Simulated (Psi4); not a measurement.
O2Zr, singlet, geometry from GFN2-xTB (such geometries of metal compounds can be far from the true shape) (core potentials on Zr). Base run: HF/def2-SVP (Psi4 1.11).

Input for Psi4:
```
memory 2 GB

molecule {
0 1
  Zr   -0.14735518   -0.16294999   -0.21094306
  O     1.44787434    0.60647650   -0.38052480
  O    -0.71109845    0.20827346    1.43524010
}

set basis def2-svp
set stability_analysis check
set scf_type pk

energy('scf')
print_variables()
```

The bond that is stretched is that between atoms 2 and 1. A test that says stable can miss a lower solution.

Each row names what was changed in the base input (with any setting that the change needs).

| change | ΔE vs base (kcal/mol) | <S^2> | outcome |
|---|---|---|---|
| base | 0.000 | 0.000 | converged |
| stability_analysis = follow; reference = uhf | 0.000 | 0.000 | converged |
| bond × 1.25 | 68.2 | 0.000 | converged |
| stability_analysis = follow; reference = uhf; bond × 1.25 | 22.82 | 0.963 | converged |
| bond × 1.5 | 132.7 | 0.000 | converged |
| stability_analysis = follow; reference = uhf; bond × 1.5 | - | - | not converged |
| bond × 1.8 | 153.5 | 0.000 | converged |
| stability_analysis = follow; reference = uhf; bond × 1.8 | - | - | not converged |
| bond × 2.2 | 160.1 | 0.000 | converged |
| stability_analysis = follow; reference = uhf; bond × 2.2 | - | - | not converged |
| bond × 3.0 | 161.4 | 0.000 | converged |
| stability_analysis = follow; reference = uhf; bond × 3.0 | - | - | not converged |

Psi4 reported an instability in these rows: stability_analysis = follow; reference = uhf; bond × 1.25; stability_analysis = follow; reference = uhf; bond × 1.5; stability_analysis = follow; reference = uhf; bond × 1.8; stability_analysis = follow; reference = uhf; bond × 2.2; stability_analysis = follow; reference = uhf; bond × 3.0 (restricted rows aren't judged here).

Where a bond breaks into two radicals, a solution with restricted orbitals usually stops being the lowest and lies too high; an unrestricted one lies lower at the price of spin contamination, which <S^2> shows.
